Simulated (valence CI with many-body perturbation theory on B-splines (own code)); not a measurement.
## Questions on I XIV

Calculated by configuration interaction combined with many-body perturbation theory (CI+MBPT): four valence electrons over a frozen Dirac-Fock core [Kr], radial functions for each j: 7 s, 7 p, 8 d, 6 f, 4 g, 1 h, with the one-electron correlation potential Σ1, the two-electron term Σ2, the three-electron term Σ3, Breit, model QED; selected CI, second order for the rest, scaled by the run's own slope (own B-spline code, finite nucleus).

No measured spectrum was set against this ion. As an estimate, terms of the open shell hold to 2 to 4 % of their energy, and close levels can change places. Only levels of the ground parity were solved; by the run's estimate the other parity begins above the list, which can be wrong where configurations are misplaced.

Names give the largest LS component (configuration and term), which can be under half, so a name can repeat, a term be missing and a line seem to break the LS rules; names also repeat where a configuration has a term twice.

Rates and lifetimes use the calculated energies. Strong lines usually hold to 10 to 20 %, long lifetimes can be off by a factor of two.

Question: What is the ground level?

Answer: 4d4 5D_0, composition 72 % 4d4 5D + 25 % 4d4 3P + 2 % 4d4 1S.

Question: How well does LS coupling describe the low levels?

Answer: Among the lowest 20 levels the leading LS term, summed over configurations, holds 68 % on average. For single configurations the figures are 67 % in LS and 66 % in jj coupling. Terms mix most in the J = 2 level at 68724 cm⁻¹, where the leading one holds 39 %.

Question: How is the term 5D of the ground level split?

Answer: J = 0 at 0.0, J = 1 at 6255, J = 2 at 12289, J = 3 at 17432, J = 4 at 21474 cm⁻¹.

Question: What is the ionisation energy?

Answer: 307.79 eV; NIST lists 307 ± 3 eV (theoretical).
